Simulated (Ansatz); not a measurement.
`CB[NH][AlH2]` at its PBE0-D4/def2-TZVP geometry, where that method's forces vanish. Charge 0, multiplicity 1.

```xyz
11

C    -1.0510    0.4732    1.4276
B    -0.1605    0.0750    0.2105
N     0.8338   -0.8517    0.0078
Al    1.0265   -0.3219   -1.7307
H    -2.1122    0.3579    1.1853
H    -0.9101    1.5288    1.6807
H    -0.8352   -0.1241    2.3163
H    -0.3653    0.7304   -0.8602
H     1.1733   -1.4888    0.7065
H     2.1468    0.7416   -2.0834
H     0.2540   -1.1203   -2.8604
```

(1) What forces (eV/Å) does ωB97M-V/def2-TZVPP give on these atoms in the Gaussian-basis code of Ansatz? (An estimate is asked.)

Results:

(1) The calculation gave: 
```
C1  -0.074  0.026  0.117
B2  -0.085  0.101 -0.033
N3   0.042 -0.049  0.016
Al4  0.099  0.010 -0.265
H5   0.082  0.003  0.016
H6  -0.005 -0.081 -0.020
H7  -0.018  0.045 -0.061
H8   0.018 -0.055  0.087
H9  -0.026  0.031 -0.011
H10 -0.117 -0.114  0.036
H11  0.083  0.083  0.118
```
